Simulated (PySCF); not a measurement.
## Structure elucidation problem

The spectra below were simulated for a compound C7H5NSi.

1H NMR (400 MHz, computed): δ 6.14 (s, 1H), 4.31 (s, 3H), 2.83 (s, 1H).

13C{1H} NMR (computed): δ 148.2, 129.6, 121.2, 108.6, 94.7, 74.1, 72.4.

[PySCF 2.14: shielding tensors at PBE0/pcSseg-1 (GIAO); structure optimised with GFN2-xTB; in vacuum; equivalent nuclei averaged; relativity neglected; one conformer]

δ = σ(ref) − σ, references computed at the same level: TMS for 1H and 13C.

Problem. What is the structure?

Solution. 
- The formula gives 7 degrees of unsaturation (no ring in the answer).
- 7 carbon signals for 7 carbons: no two carbons are equivalent.
- Carbon types of the structure: 5 × C, 2 × CH, leaving 3 H on heteroatoms.
- δC 148.2: fully substituted alkene carbon; the olefinic region.
- δC 129.6: alkene CH; as expected for a trigonal carbon in a double bond.
- δC 121.2: nitrile carbon; typical of a nitrile.
- δC 108.6, 74.1, 72.4: alkyne carbon.
- δC 94.7: terminal alkyne carbon; the triple bond shields along its axis, which puts it between sp3 and sp2 carbons.
- δH 6.14: hydrogen on an alkene CH; olefinic region.
- δH 2.83: hydrogen on a terminal alkyne carbon; it lies on the axis of the triple bond, in its shielding cone.

Structure: `InChI=1S/C7H5NSi/c1-2-3-4-7(9)5-6-8/h1,5H,9H3/b7-5+`.

The shifts were computed for this structure.

Shifts are as computed. Against solution values, carbons near 30 ppm lie about +3 ppm off and those near 130 ppm about +5 ppm. Of 1309 compounds with measured shifts, 239 miss one by over three times the rms of a fit or turn the order of signals round; such compounds aren't used in these exercises. No couplings were computed; multiplicities are counted from neighbouring protons, with m where these are inequivalent, close in shift, in a saturated or five-membered ring or joined by F or P, and br s for small geminal =CH2 splittings.
